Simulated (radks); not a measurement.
Species: neutral manganese. Configuration: [Ar] 3d5 4s2. Calculated with a radial shooting solver on a logarithmic mesh with Libxc functionals: scalar-relativistic Kohn-Sham, exchange-only LDA, spin-polarised, spherical densities, point nucleus; open shells are filled with parallel spins first.

Unscreened Slater integrals over Kohn-Sham orbitals (eV). They are taken over the spin-up orbitals. Empty in this configuration: 4p.

\begin{tabular}{lr}
integral & value \\ \hline
F0(4s,4s) & 8.2327 \\
F0(4s,3d) & 10.433 \\
G2(4s,3d) & 1.4079 \\
F0(4s,3p) & 10.738 \\
G1(4s,3p) & 0.60811 \\
F0(4s,3s) & 10.785 \\
G0(4s,3s) & 0.43128 \\
F0(4s,4p) & 6.5524 \\
G1(4s,4p) & 3.8406 \\
F0(3d,3d) & 21.333 \\
F2(3d,3d) & 9.6063 \\
F4(3d,3d) & 5.9279 \\
F0(3d,3p) & 23.849 \\
F2(3d,3p) & 11.036 \\
G1(3d,3p) & 13.696 \\
G3(3d,3p) & 8.2289 \\
F0(3d,3s) & 24.426 \\
G2(3d,3s) & 10.325 \\
F0(3d,4p) & 7.4958 \\
F2(3d,4p) & 1.4249 \\
G1(3d,4p) & 0.67312 \\
G3(3d,4p) & 0.51443 \\
F0(3p,3p) & 27.188 \\
F2(3p,3p) & 13.555 \\
F0(3p,3s) & 27.925 \\
G1(3p,3s) & 18.472 \\
F0(3p,4p) & 7.6206 \\
F2(3p,4p) & 1.0200 \\
G0(3p,4p) & 0.23030 \\
G2(3p,4p) & 0.25869 \\
F0(3s,3s) & 28.734 \\
F0(3s,4p) & 7.6404 \\
G1(3s,4p) & 0.26559 \\
F0(4p,4p) & 5.5830 \\
F2(4p,4p) & 2.7569 \\
\end{tabular}

Derived for the open shells (J is the average intra-shell exchange parameter used in DFT+U). 3d: Racah B = F2/49 - 5 F4/441 = 0.1288 eV, C = 35 F4/441 = 0.4705 eV, C/B = 3.65, F4/F2 = 0.617, J = (F2 + F4)/14 = 1.110 eV.
